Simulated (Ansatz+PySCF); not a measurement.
singlet BeH2: levels of theory in one basis

```xyz
3

H     0.0000    0.0000   -1.6069
Be    0.0000    0.0000    0.0000
H     0.0000    0.0000    1.6069
```

Basis set: 6-31G (spherical functions). All electrons are correlated. Charge 0, multiplicity 1.

Computed with Ansatz (development build ahead of 0.2.0); each method stands on the lowest determinant of its kind that the runs found.

```
                            method  E − E(RHF) (eV)  <S²> of the determinant
                               RHF             0.00                     0.00
                          RHF-CCSD            -1.29                        –
                       RHF-CCSD(T)            -1.30                        –
full CI (lowest root of this spin)            -1.31                        –
```

Task: What does RHF-MP2 give on the same scale?

Result: -0.88 eV.

At such a shape the full CI root can have another spatial symmetry than the determinants, so the rows needn't describe one state.

Task: Is a single determinant a sound starting point here?

Result: Only with care. Unrestricted orbitals gain 0.00 eV and <S²> is 0.00 against 0.00 for a pure state, but bonds are stretched.

Caution for RHF-MP2, RHF-CCSD, RHF-CCSD(T): bonds are stretched, where a single reference can fail.
